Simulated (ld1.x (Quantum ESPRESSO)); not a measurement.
## Configuration tests for palladium (Pd) (RRKJ)

```json
{
 "Element": "Pd (Z = 46)",
 "Generator": "ld1.x (Quantum ESPRESSO) 7.5",
 "Type": "norm-conserving RRKJ (Kleinman–Bylander form)",
 "Functional": "Wu–Cohen",
 "Relativity": "scalar-relativistic",
 "Frozen core": "[Ar] 3d10 4s2",
 "Valence charge": "16",
 "Reference configuration": "4p6 4d10 5s0",
 "Partial waves": "4p (bound): rc 1.20 bohr; 4d (bound): rc 1.45 bohr; 5s (bound, empty): rc 2.75 bohr",
 "Local potential": "the s channel",
 "Core correction": "none",
 "rho0": "0.001"
}
```

Energies are relative to the spin-unpolarised reference configuration 4p6 4d10 5s0; without spin polarisation the order of configurations can differ from experiment. The frozen-core shift is the all-electron ΔE with the core orbitals held at their reference shape minus the fully relaxed ΔE.

```tsv
valence configuration	charge	ΔE all-electron (eV)	error AE − PS (meV)	frozen-core shift (meV)
4p6 4d9 5s0	+1	9.120	-46	0.0
4p6 4d8 5s0	+2	29.948	-272	+10
4p6 4d6 5s0	+4	113.661	-1553	+148
4p6 4d9.5 5s0	+0.5	3.234	-8.5	-0.4
4p6 4d8 5s1	+1	13.681	-238	+7.8
```

What are ΔE and the potential's error for 4p6 4d9 5s1?

ΔE = 1.525 eV all-electron; the error (AE − PS) is -58 meV.

What are ΔE and the potential's error for 4p6 4d7 5s0?

ΔE = 64.314 eV all-electron; the error (AE − PS) is -770 meV.

Levels in the configuration 4p6 4d8 5s0:

| level | all-electron (eV) | pseudo (eV) |
| --- | --- | --- |
| 4p | -76.077 | -76.658 |
| 4d | -27.334 | -27.684 |

ld1.x printed “convergence not achieved” for 1 of the counted tests; its residual had stalled under 1e-8, short of the target of 1e-14. A variational frozen-core shift is positive and of second order in the change. This column holds negative values, so the frozen-core run of ld1.x carries numerical noise or an error of first order here, and the column gives no more than the rough size of the effect.
